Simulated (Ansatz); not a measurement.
`CO[Si](C)(F)[GeH3]` → `C[O][GeH3]` + `C[Si]F` at 700 K and 1 bar (silylene formation by 1,1-elimination).

Program: Ansatz. Geometries: PBE0-D4/def2-TZVP. ΔE: electronic, gas phase. CBS: MP2 limit from def2 TZ/QZ plus the TZ coupled-cluster correction, frozen cores. This one scheme is used for every species. For Ge outer-core shells are correlated without core-valence functions, which leaves a few kJ/mol of doubt a bond. Scalar relativity is left out up to krypton. One conformer a species, not always the lowest.

| species | CCSD(T)/CBS energy (Eh) | H − E (kJ/mol) | S (J/(mol·K)) |
| --- | --- | --- | --- |
| `CO[Si](C)(F)[GeH3]` | -2621.79878 | 391.5 | 604.4 |
| `C[O][GeH3]` | -2192.93708 | 231.6 | 399.1 |
| `C[Si]F` | -428.74649 | 145.4 | 354.0 |

H − E and S are ideal-gas, rigid-rotor, harmonic terms from PBE0-D4/def2-TZVP, for one conformer and one mirror image of each species. 1 Eh = 2625.50 kJ/mol, R = 8.31446 J/(mol·K).

Q: By hand: ΔE, ΔH, ΔS and ΔG.

A: ΔE = (-2192.93708) + (-428.74649) − (-2621.79878) = 0.11521 Eh = 302.5 kJ/mol. Δ(H − E) = 231.6 + 145.4 − 391.5 = -14.5, so ΔH = 288.0 kJ/mol. ΔS = 399.1 + 354.0 − 604.4 = 148.7 J/(mol·K). ΔG = 288.0 − 700 × (148.7)/1000 = 183.9 kJ/mol.

Q: By hand: the equilibrium constant, and the temperature at which ΔG would vanish if ΔH and ΔS stayed fixed.

A: log₁₀ K = −ΔG/(RT ln 10) = -13.7. ΔG = 0 at ΔH/ΔS = 1937 K.

The number of gas molecules changes by +1, which sets the sign of ΔS. A doubt of 5 kJ/mol in ΔE shifts log₁₀ K by 0.4 here. Other conformers and mirror images would add mixing entropy, several J/(mol·K) or more a flexible species. Modes under 60 cm⁻¹, often nearly free rotors, make the harmonic entropy too high. These are equilibria of isolated gas molecules and say nothing of rates. Largest T1 diagnostic: 0.014 (customary marks: 0.02 for closed shells, 0.045 for open ones).
